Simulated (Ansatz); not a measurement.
Mulliken charges of ClH₄SbSi, SMILES `[SiH3][SbH][Cl]` from ωB97M-V/def2-TZVPP in Ansatz (PBE0-D4/def2-TZVP geometry).

```json
{"atom": "Si1", "x (Å)": "-0.883", "y (Å)": "0.422", "z (Å)": "-0.104", "charge (e)": "0.050"}
{"atom": "Sb2", "x (Å)": "0.791", "y (Å)": "-1.473", "z (Å)": "0.431", "charge (e)": "0.348"}
{"atom": "Cl3", "x (Å)": "2.231", "y (Å)": "-0.853", "z (Å)": "-1.343", "charge (e)": "-0.335"}
{"atom": "H4", "x (Å)": "-1.608", "y (Å)": "0.066", "z (Å)": "-1.350", "charge (e)": "-0.005"}
{"atom": "H5", "x (Å)": "-0.169", "y (Å)": "1.710", "z (Å)": "-0.279", "charge (e)": "0.005"}
{"atom": "H6", "x (Å)": "-1.859", "y (Å)": "0.526", "z (Å)": "1.015", "charge (e)": "-0.016"}
{"atom": "H7", "x (Å)": "1.560", "y (Å)": "-0.466", "z (Å)": "1.584", "charge (e)": "-0.047"}
```

Task: By hand: the dipole of these point charges (1 e Å = 4.8032 D).

Result: Σ q r = (-0.553, -0.184, 0.509) e Å, of length 0.774 e Å = 3.72 D.

Task: How does the dipole of the full density compare? (Estimate.)

Result: Computed: (-0.360, -0.074, 0.347) e Å, 2.43 D; the point charges give 1.53 times that, at 5° from its direction.

Point charges leave out the atoms' own dipoles, such as those of lone pairs, and Mulliken's split depends on the basis, so the two needn't agree.
